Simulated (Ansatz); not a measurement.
Reaction (formal exchange of groups at the Si–N bond): `CN[SiH](N)O` + `C=C(C)O` → `CN[SiH](C)O` + `C=C(N)O`

Computed with Ansatz on PBE0-D4/def2-TZVP structures; ΔE is electronic, products minus reactants. CCSD(T)/CBS adds triple-zeta CCSD(T) − MP2 to the extrapolated MP2 energy (def2 sets, frozen cores). DFT in def2-TZVPP. One conformer a species, not always the lowest.

```json
{"level": "ωB97X-V", "ΔE (eV)": "0.70"}
{"level": "CCSD(T)/def2-TZVPP", "ΔE (eV)": "0.78"}
```

Question: What does CCSD(T)/CBS give? (Estimate.)

Answer: Computed: +0.79 eV. The listed levels differ from it by -0.09, -0.01 eV.

Largest T1 diagnostic among the species: 0.012.
